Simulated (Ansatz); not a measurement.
`CB(N)N` + `[NH2][Ga]([Cl])[Cl]` → `CB(N)Cl` + `[NH2][Ga]([NH2])[Cl]`  (redistribution)

Calculated with Ansatz (gas phase, PBE0-D4/def2-TZVP geometries, no zero-point term in ΔE). CCSD(T)/CBS adds triple-zeta CCSD(T) − MP2 to the extrapolated MP2 energy (def2 sets, frozen cores). This one scheme is used for every species. Functionals use def2-TZVPP. For Ga outer-core shells are correlated without core-valence functions, which leaves a few kJ/mol of doubt a bond. Scalar relativity is left out up to krypton. Each species was taken in one conformer, which may not be the lowest.

```
             level  ΔE (kJ/mol)  difference from CCSD(T)/CBS
       LDA (SPW92)         71.4                          3.8
            PBE-D4         70.4                          2.8
         r2SCAN-D4         73.1                          5.5
           PBE0-D4         74.4                          6.8
            B2PLYP         73.1                          5.5
               PBE         70.9                          3.3
            r2SCAN         73.2                          5.6
           r2SCANh         74.5                          6.9
           r2SCAN0         76.3                          8.7
SCS-MP2/def2-QZVPP         67.8                          0.2
       CCSD(T)/CBS         67.6                            0
```

Largest T1 diagnostic among the species: 0.012.

From r2SCAN to r2SCAN0 (25 % exact exchange), in def2-TZVPP and without D4, ΔE moves by +3.1 kJ/mol. Leaving LDA and LC-ωPBE aside and taking each functional with its dispersion term where it has one, the values, not all of them listed here, spread over 11.3 kJ/mol, from revPBE-D4 to BHLYP-D4.
